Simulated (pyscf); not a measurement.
**Cl–CH•–Cl, doublet**

Gas-phase minimum from PySCF at ωB97X-D3(BJ)/def2-SVP, one conformer. 

```
C
H 1 1.0915
Cl 1 1.7015 2 117.76
Cl 1 1.7015 2 117.76 3 154.07
```
Charge 0, spin multiplicity 2.

Properties at ωB97X-D3(BJ)/def2-SVP:

| Property | Value |
|---|---|
| Harmonic wavenumbers, unscaled | 305, 419, 786, 946, 1250, 3265 cm⁻¹ |
| Zero-point energy | 10.0 kcal/mol |
| Rotational symmetry number | 1 |
| Entropy of this conformer at 298 K and 1 atm, rigid rotor and harmonic oscillator, modes under 100 cm⁻¹ raised to 100 | 281.4 J/(mol K) |
| Dipole moment | 0.94 D |
| Spin expectation value S2 | 0.754 |

Single-point totals, which compare only within one level (frozen core for MP2 and CC):

| level | total energy (hartree) |
|---|---|
| ωB97X-D3(BJ)/def2-TZVP | -959.11265 |
| PBE/def2-TZVP | -958.66439 |
| r²SCAN/def2-TZVP | -959.00566 |
| B3LYP-D3(BJ)/def2-TZVP | -959.12178 |
| PBE0-D3(BJ)/def2-TZVP | -958.74162 |
| M06-2X/def2-TZVP | -959.03389 |
| ωB97M-D3(BJ)/def2-TZVP | -959.19400 |
| UHF/def2-TZVPP | -957.43539 |
| MP2/def2-TZVPP | -957.95400 |
| CCSD/def2-TZVPP | -957.99496 |
| CCSD(T)/def2-TZVPP | -958.01988 |

The CCSD(T) − MP2 part came from Ansatz, without density fitting, on the same reference.
